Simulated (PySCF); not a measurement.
Stepwise substitution at one centre (Si OH-C2H5). Gas-phase values, no solvent. One relaxed conformer stands for each flexible species; it need not be the lowest. Strings in code marks are SMILES.

Method: B3LYP-D3(BJ)/def2-TZVP // B3LYP-D3(BJ)/def2-SVP run with PySCF 2.14.0. B3LYP has the VWN-RPA correlation part, as in Gaussian. 

```csv
species,HOMO–LUMO gap (eV),HOMO (eV)
0 of 4 OH replaced by C2H5,?,-8.85
1 of 4 OH replaced by C2H5 (`CC[Si](O)(O)O`),8.26,?
2 of 4 OH replaced by C2H5,7.66,-7.41
3 of 4 OH replaced by C2H5 (`CC[Si](O)(CC)CC`),7.66,-7.34
4 of 4 OH replaced by C2H5 (`CC[Si](CC)(CC)CC`),8.08,-7.47
```

Problem. What belongs in the gaps?

Solution. 
- 0 of 4 OH replaced by C2H5, HOMO–LUMO gap (eV): 8.83
- 1 of 4 OH replaced by C2H5 (`CC[Si](O)(O)O`), HOMO (eV): -8.14
